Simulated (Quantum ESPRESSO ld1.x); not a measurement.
Q: These are the eigenvalues of the occupied orbitals of an atom or ion with whole-number occupations (eV). Method: scalar-relativistic Kohn-Sham, LDA (Slater exchange, Perdew-Zunger correlation), spin-polarised, spherical densities, point nucleus; computed with ld1.x of Quantum ESPRESSO 7.5.

orbital  eigenvalue
1s up      -5425.84
1s down    -5419.97
2s up      -1255.90

Which element is it, and in what charge state? The configuration may be excited. Open shells, if any, are filled with parallel spins first.

A: Z = 21, scandium, charge +18: Sc18+ in [He] 2s1. The list shows which subshells hold electrons but not how many an open one holds; the 1s level, -199.4 hartree, gives Z - s = 20.0 by -(Z - s)^2/2, which with screening and relativity narrows Z to a few neighbours, and the depths of the outer levels then fix element, charge and occupations together.
